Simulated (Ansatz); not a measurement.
`B[S][GaH][Cl]` + `C=C` → `C=[CH][GaH][Cl]` + `BS`  (formal exchange of groups at a Ga–S bond)

Computed with Ansatz on PBE0-D4/def2-TZVP structures; ΔE is electronic, products minus reactants. CBS: MP2 limit from def2 TZ/QZ plus the TZ coupled-cluster correction, frozen cores. This one scheme is used for every species. DFT in def2-TZVPP. B3LYP here is the variant with VWN-RPA as its local correlation; programs differ in this. HSE06 is defined as in plane-wave codes. For Ga outer-core shells are correlated without core-valence functions, which leaves a few kJ/mol of doubt a bond. Scalar relativity is left out up to krypton. Each species was taken in one conformer, which may not be the lowest.

```tsv
level	ΔE (kJ/mol)	difference from CCSD(T)/CBS
PBE-D4	78.4	-0.5
revPBE-D4	78.1	-0.8
BLYP-D4	77.1	-1.8
r2SCAN-D4	80.5	1.6
B97M-V	81.6	2.7
PBE0-D4	80.8	1.9
B3LYP-D4	79.2	0.3
r2SCANh-D4	81.2	2.3
r2SCAN0-D4	82.2	3.3
HSE06-D4	81.0	2.1
BHLYP-D4	82.9	4.0
CAM-B3LYP-D4	76.3	-2.6
ωB97X-V	77.2	-1.7
B2PLYP	78.3	-0.6
PBE-QIDH	81.2	2.3
PBE	77.3	-1.6
revPBE	76.9	-2.0
r2SCAN	80.3	1.4
PBE0	79.7	0.8
B3LYP	77.1	-1.8
r2SCAN0	81.9	3.0
HSE06	79.9	1.0
BHLYP	79.9	1.0
CAM-B3LYP	75.1	-3.8
LC-ωPBE	75.9	-3.0
RPA@PBE/def2-TZVPP	71.6	-7.3
HF/def2-SVP	81.2	2.3
MP2/def2-SVP	79.5	0.6
CCSD/def2-SVP	78.4	-0.5
CCSD(T)/def2-SVP	78.1	-0.8
HF/def2-TZVPP	82.8	3.9
MP2/def2-TZVPP	79.5	0.6
SCS-MP2/def2-TZVPP	78.0	-0.9
CCSD/def2-TZVPP	76.9	-2.0
CCSD(T)/def2-TZVPP	77.2	-1.7
MP2/def2-QZVPP	80.4	1.5
SCS-MP2/def2-QZVPP	79.0	0.1
HF/CBS(def2)	82.4	3.5
MP2/CBS(def2)	81.2	2.3
CCSD/CBS(def2)	78.6	-0.3
CCSD(T)/CBS	78.9	0
```

Largest T1 diagnostic among the species: 0.015.

From BLYP to BHLYP (50 % exact exchange), in def2-TZVPP and without D4, ΔE moves by +5.0 kJ/mol. In def2-TZVPP, CCSD(T) changes the Hartree–Fock value by −5.6 kJ/mol (the triples alone add +0.3 kJ/mol) and MP2 by −3.3 kJ/mol. Leaving LDA and LC-ωPBE aside and taking each functional with its dispersion term where it has one, the values spread over 6.5 kJ/mol, from CAM-B3LYP-D4 to BHLYP-D4.
